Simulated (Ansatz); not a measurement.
`C=C=[N][AlH2]` + `C#CB(F)F` → `F[B](F)[AlH2]` + `C#CN=C=C` at 700 K and 1 bar (formal exchange of groups at the Al–N bond).

Gas-phase electronic energies from Ansatz, PBE0-D4/def2-TZVP geometries. CBS: MP2 limit from def2 TZ/QZ plus the TZ coupled-cluster correction, frozen cores.

| species | CCSD(T)/CBS energy (Eh) | H − E (kJ/mol) | S (J/(mol·K)) |
| --- | --- | --- | --- |
| `C=C=[N][AlH2]` | -375.19639 | 189.5 | 399.4 |
| `C#CB(F)F` | -301.15247 | 127.9 | 369.6 |
| `F[B](F)[AlH2]` | -467.68048 | 115.1 | 391.7 |
| `C#CN=C=C` | -208.56933 | 200.7 | 389.7 |

H − E and S are ideal-gas, rigid-rotor, harmonic terms from PBE0-D4/def2-TZVP. 1 Eh = 2625.50 kJ/mol, R = 8.31446 J/(mol·K).

**Question.** By hand: ΔE, ΔH, ΔS and ΔG.

**Answer.** ΔE = (-467.68048) + (-208.56933) − (-375.19639) − (-301.15247) = 0.09905 Eh = 260.1 kJ/mol. Δ(H − E) = 115.1 + 200.7 − 189.5 − 127.9 = -1.6, so ΔH = 258.5 kJ/mol. ΔS = 391.7 + 389.7 − 399.4 − 369.6 = 12.4 J/(mol·K). ΔG = 258.5 − 700 × (12.4)/1000 = 249.8 kJ/mol.

**Question.** By hand: the equilibrium constant, and the temperature at which ΔG would vanish if ΔH and ΔS stayed fixed.

**Answer.** log₁₀ K = −ΔG/(RT ln 10) = -18.6. ΔG = 0 at ΔH/ΔS = 20847 K, far beyond where these terms or the molecules hold.

The number of gas molecules stays the same, so ΔS is small and ΔH decides. A doubt of 5 kJ/mol in ΔE shifts log₁₀ K by 0.4 here. These are equilibria of isolated gas molecules and say nothing of rates. Largest T1 diagnostic: 0.015 (customary marks: 0.02 for closed shells, 0.045 for open ones).
